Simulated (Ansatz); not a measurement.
Isolated molecules relaxed with PBE0-D4/def2-TZVP in Ansatz; ΔE leaves out vibrations. CCSD(T)/CBS adds triple-zeta CCSD(T) − MP2 to the extrapolated MP2 energy (def2 sets, frozen cores). This one scheme is used for every species. Functionals use def2-TZVPP. def2 core potentials past Kr. For Sn outer-core shells are correlated without core-valence functions, which leaves a few kJ/mol of doubt a bond.

`C[C](F)(Cl)[SnH3]` + `[AlH2][SH]` → `[AlH2][S][SnH3]` + `CC(F)Cl`  (ligand exchange at the Sn–C bond)

`C[C](F)(Cl)[SnH3]`:

Z-matrix (Å, degrees):
```
C
C 1 1.503
H 1 1.093 2 109.5
H 1 1.093 2 110.0 3 -119.7
H 1 1.090 2 110.5 3 120.1
F 2 1.376 1 108.6 3 61.5
Cl 2 1.796 1 109.4 3 177.9
Sn 2 2.192 1 115.6 3 -60.5
H 8 1.708 2 107.8 1 59.1
H 8 1.699 2 107.8 1 179.4
H 8 1.704 2 107.8 1 -60.0
```

`[AlH2][SH]`:

Cartesian coordinates in Å:
```
Al 0.188 0.579 0.232
S -1.116 -0.826 -0.809
H -0.293 2.081 0.286
H 1.530 0.043 0.873
H -0.310 -1.877 -0.582
```

`[AlH2][S][SnH3]`:

```xyz
8

Al   -1.097    1.626    0.067
S     0.418    0.737    1.342
Sn    0.893   -1.233    0.035
H    -1.498    0.871   -1.269
H    -1.743    2.994    0.522
H    -0.530   -2.160   -0.116
H     2.085   -2.074    0.914
H     1.473   -0.761   -1.496
```

`CC(F)Cl`:

Z-matrix (Å, degrees):
```
C
C 1 1.499
H 1 1.090 2 110.2
H 1 1.092 2 109.1 3 119.8
H 1 1.090 2 110.0 3 -120.4
F 2 1.363 1 110.1 3 -179.0
Cl 2 1.783 1 111.1 3 60.8
H 2 1.091 1 113.3 3 -58.2
```

| level | ΔE (kcal/mol) |
| --- | --- |
| PBE0-D4 | -26.1 |
| ωB97M-V | -24.9 |
| PBE | -24.6 |
| SCS-MP2/def2-QZVPP | -26.0 |

Question: What does CCSD(T)/CBS give? (An estimate is asked.)

Answer: Computed: -25.3 kcal/mol. The listed levels differ from it by -0.8, 0.4, 0.7, -0.7 kcal/mol.

Largest T1 diagnostic among the species: 0.013.

In def2-TZVPP, CCSD(T) changes the Hartree–Fock value by +6.0 kcal/mol (the triples alone add +0.6 kcal/mol) and MP2 by +5.2 kcal/mol. The D4 term adds +0.8 kcal/mol with B3LYP and +0.4 kcal/mol with PBE0; it sums over pairs of atoms, weighted by their polarisabilities, and B3LYP, whose exchange is more repulsive, gets the larger term.

B3LYP here is the variant with VWN-RPA as its local correlation; programs differ in this.
